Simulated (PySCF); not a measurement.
H9PSi3, SMILES [SiH3]P([SiH3])[SiH3].

Geometry optimised at PBE0-D3(BJ)/def2-SVP.

All values below come from HF/def2-TZVP (PySCF).

Isolated molecule, no solvent.

total energy: -1212.83000 hartree
point group: C3
highest occupied level: -9.71 eV
lowest empty level: 2.81 eV
orbital gap: 12.52 eV
dipole moment: 0.61 D
quadrupole, principal values (traceless, Buckingham form, about the centre of nuclear charge): -3.01, 1.51, 1.51 D·Å
mean static polarisability: 104.3 bohr³ (15.46 Å³)
polarisability, principal values: 90.1, 111.4, 111.4 bohr³
